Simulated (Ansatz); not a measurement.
Correlation energies of Cl2FHSi (`F[SiH](Cl)Cl`) by basis set

```xyz
5

F     1.311    0.756    0.577
Si    0.011    0.105   -0.044
Cl   -1.260   -0.346    1.465
Cl    0.549   -1.577   -1.031
H    -0.611    1.062   -0.967
```

Total charge 0; spin multiplicity 1. All single points use the PBE0-D4/def2-TZVP geometry. Frozen core, restricted reference, Ansatz 0.2.0. CBS rows extrapolate triple and quadruple zeta; past MP2 they add the triple-zeta difference.

| basis | HF (Eh) | MP2 corr. |
| --- | --- | --- |
| def2-SVP | -1307.65567 | -0.54079 |
| def2-TZVPP | -1308.21655 | -0.74117 |
| def2-QZVPP | -1308.25640 | -0.81533 |

Problem. Estimate the CCSD correlation energy and the (T) correction in each basis where they were run (hartree).

Solution. 
```json
{"basis": "def2-SVP", "CCSD corr.": "-0.57380", "(T)": "-0.01074"}
{"basis": "def2-TZVPP", "CCSD corr.": "-0.77911", "(T)": "-0.02902"}
{"basis": "CBS(def2)", "CCSD corr.": "-0.90819", "(T)": "as TZ"}
```
